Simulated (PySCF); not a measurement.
## Telling isomers of C9H8F2 apart by NMR

PySCF 2.14.0 with density-fitted response routines calculation with geometry from GFN2-xTB and shieldings: GIAO PBE0/pcSseg-1; no solvent, a single conformation, rapidly exchanging positions averaged, no relativistic terms.

Shifts are taken against calculated references (same method and geometry level): $^{1}$H and $^{13}$C against TMS. Splittings of carbon signals by F and P are missing where no couplings were computed. Where no couplings were computed, multiplicities follow the n + 1 count of equivalent neighbours, and m marks all less simple cases (inequivalent or close neighbours, rings, F or P nearby). Shifts are as computed. Against solution values, carbons near 30 ppm lie about +3 ppm off and those near 130 ppm about +5 ppm. Of 1313 compounds with measured shifts, 239 miss one by over three times the rms of a fit or turn the order of signals round; such compounds aren't used in these exercises.

(1) Tabulate the signals of `C=Cc1ccccc1C(F)F`, `CC1=C[C@@H]2C(F)=C(F)[C@@H]3[C@H]1[C@@H]32` and their relative energies.

(2) What is the quickest way to tell C=Cc1ccccc1C(F)F from CC1=C[C@@H]2C(F)=C(F)[C@@H]3[C@H]1[C@@H]32?

Results:

(1) 
```json
{"SMILES": "C=Cc1ccccc1C(F)F", "carbon types": "2×C 6×CH 1×CH2", "δC": "143.4, 143.2, 137.6, 136.4, 133.7, 132.5, 130.8, 126.4, 119.8", "δH": "8.07 (m, 1H), 7.80 (m, 1H), 7.77 (m, 1H), 7.71 (m, 1H), 7.58 (m, 1H), 7.14 (m, 1H), 6.03 (m, 1H), 5.80 (m, 1H)", "E rel. (kcal/mol)": "0.0"}
{"SMILES": "CC1=C[C@@H]2C(F)=C(F)[C@@H]3[C@H]1[C@@H]32", "carbon types": "3×C 5×CH 1×CH3", "δC": "155.9, 140.4, 139.2, 137.0, 50.9, 44.6, 42.3, 31.6, 18.9", "δH": "5.88 (m, 1H), 2.96 (m, 1H), 2.55 (m, 1H), 2.55 (m, 1H), 2.50 (m, 1H), 1.99 (s, 3H)", "E rel. (kcal/mol)": "40.9"}
```

Energies are electronic energies at PBE0/pcSseg-1 on these geometries, without zero-point or thermal terms, each for the one conformer computed, which needn't be the lowest.

(2) Both give the same number of carbon signals, but DEPT or the intensities differ. The first has a terminal =CH2 carbon at 126.4 ppm, the second an allylic sp3 CH at 50.9 ppm. Their most deshielded carbons lie at 143.4 and 155.9 ppm. In the proton spectra the most deshielded non-exchanging signals are 8.07 (m, 1H) and 5.88 (m, 1H).
